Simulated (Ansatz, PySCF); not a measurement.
Species: SnO2, charge 1, multiplicity 2. 
Geometry from a B3LYP-D3(BJ)/def2-TZVP (Ansatz, a first-principles code) optimisation:
```xyz
3

Sn     0.0000     0.0000    -0.0122
O      0.0000     0.0000    -1.8110
O      0.0000     0.0000     1.8874
```
Charge +1, spin multiplicity 2.

Total electronic energies in hartree. Correlated levels leave the core frozen unless marked. Open shells are spin-unrestricted. No spin-orbit coupling. Frozen are the shells of the preceding noble gas and the d and f shells that filled before the atom's block. In def2 rows, elements after Kr have scalar-relativistic effective core potentials. 

The UHF reference is spin-contaminated (<S^2> 0.28 over the pure value in the largest basis). The Hartree-Fock reference is unstable (checked in the largest basis), which strains HF and MP2. The T1 diagnostic of CCSD in the largest basis is 0.071, which is high, so the coupled-cluster rows are less sure than usual.

```tsv
level	program	energy (Eh)
RI-HF/def2-QZVPP	Ansatz	?
BP86-D4/def2-TZVPD	PySCF + dftd4	?
M06-L/def2-TZVPD	PySCF	-364.49671
PBE0-D3(BJ)/def2-TZVP	Ansatz + dftd3	-364.18943
TPSSh/def2-TZVPD	PySCF	?
PW6B95-D3(BJ)/def2-TZVPD	PySCF + dftd3	-364.63452
MN15/def2-TZVPD	PySCF	-363.72151
RI-MP2/def2-QZVPPD	Ansatz	-363.22624
```

Task: Some entries are withheld; supply them.

Result: 
- RI-HF/def2-QZVPP, energy (Eh): -362.71348
- BP86-D4/def2-TZVPD, energy (Eh): -364.48716
- TPSSh/def2-TZVPD, energy (Eh): -364.27999
